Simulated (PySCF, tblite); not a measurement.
Isomers of C5H5F3Si. Level: GFN2-xTB in tblite, geometry and Hessian alike; calculated harmonic values, unscaled, isolated species. Errors from tens to a few hundred cm⁻¹ against measured bands are possible. Modes of hydrogen on silicon can be 10 to 20 % off. One conformer each.

Electronic energies: PBE0/pcSseg-1 single points on the GFN2-xTB geometries (PySCF, gas phase).

```
                  SMILES  electronic energy, lowest = 0 (kJ/mol)
  C#C[SiH2]/C=C/C(F)(F)F                                   630.9
    F[Si](F)(F)C1=CCC=C1                                     0.0
C#C/C(=C\[SiH3])C(F)(F)F                                   677.0
  C#C[SiH2]/C=C\C(F)(F)F                                   645.6
  C#CC(=C)[SiH2]C(F)(F)F                                   681.2
   C#C[Si]1(C(F)(F)F)CC1                                   678.5
```

Task: How do GFN2-xTB zero-point energies change the relative energies?

Result: 
```tsv
SMILES	ZPE (kJ/mol)	of it from modes above 1550 cm⁻¹	electronic (kJ/mol)	with ZPE, lowest = 0 (kJ/mol)	lowest mode (cm⁻¹)	rings
F[Si](F)(F)C1=CCC=C1	235.4	110.9	0.0	0.0	13	1
C#C[SiH2]/C=C/C(F)(F)F	209.2	106.9	630.9	604.6	16	0
C#C[SiH2]/C=C\C(F)(F)F	209.9	107.0	645.6	620.1	33	0
C#C/C(=C\[SiH3])C(F)(F)F	203.0	102.9	677.0	644.6	13	0
C#C[Si]1(C(F)(F)F)CC1	223.3	106.8	678.5	666.4	22	1
C#CC(=C)[SiH2]C(F)(F)F	208.4	108.1	681.2	654.2	23	0
```

The zero-point energies span 32.4 kJ/mol, from `C#C/C(=C\[SiH3])C(F)(F)F` to `F[Si](F)(F)C1=CCC=C1`. The lowest isomer stays, but the order above it changes.

Task: And how do the electronic energies of GFN2-xTB itself compare?

Result: `F[Si](F)(F)C1=CCC=C1` 0.0; `C#C[SiH2]/C=C/C(F)(F)F` 644.3; `C#C[SiH2]/C=C\C(F)(F)F` 645.0; `C#C/C(=C\[SiH3])C(F)(F)F` 610.8; `C#C[Si]1(C(F)(F)F)CC1` 751.5; `C#CC(=C)[SiH2]C(F)(F)F` 648.3 kJ/mol, lowest = 0. Against the energies above, taken from the same isomer `F[Si](F)(F)C1=CCC=C1`, the largest difference is 73.0 kJ/mol.
